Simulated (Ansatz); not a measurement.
Mulliken charges of CH5O2Sc (`[CH3][Sc]([OH])[OH]`) from PBE/def2-TZVPP in Ansatz (PBE0-D4/def2-TZVP geometry).

```tsv
atom	x (Å)	y (Å)	z (Å)	charge (e)
C1	-0.084	1.009	-1.212	-0.607
Sc2	0.013	-0.407	0.470	0.950
O3	1.350	-1.705	0.371	-0.488
O4	-1.221	-0.156	1.848	-0.489
H5	0.104	0.525	-2.179	0.094
H6	0.687	1.786	-1.108	0.088
H7	-1.045	1.531	-1.284	0.095
H8	1.972	-2.420	0.471	0.179
H9	-1.775	-0.161	2.622	0.179
```

Question: By hand: the dipole of these point charges (1 e Å = 4.8032 D).

Answer: Σ q r = (0.008, -0.201, 0.227) e Å, of length 0.303 e Å = 1.46 D.

Question: How does the dipole of the full density compare? (An estimate is asked.)

Answer: Computed: (0.020, -0.296, 0.344) e Å, 2.18 D; the point charges give 0.67 times that, at 1° from its direction.

Point charges leave out the atoms' own dipoles, such as those of lone pairs, and Mulliken's split depends on the basis, so the two needn't agree.
